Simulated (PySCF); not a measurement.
## Correlation energy of S+ (sulfur, charge +1)

[Ne] 3s2 3p3, high-spin 4S determinant. All numbers are calculated (PySCF 2.14, no relativity, point nucleus, in def2-TZVPPD (6s6p4d1f, 51 functions)). Frozen: 1s2; 13 electrons correlated.

| level | correlation energy (mhartree) |
| --- | --- |
| CCSD | -263.50 |
| (T) | -4.97 |
| CCSD(T) | -268.47 |

Diagnostics: T1 = 0.0031, D1 = 0.0120, largest double amplitude 0.045.

Problem. Is a single reference adequate?

Solution. Yes: T1 lies below 0.03 and no double amplitude reaches 0.07.

This basis was not built for core-valence correlation, so the inner-shell part is incomplete.
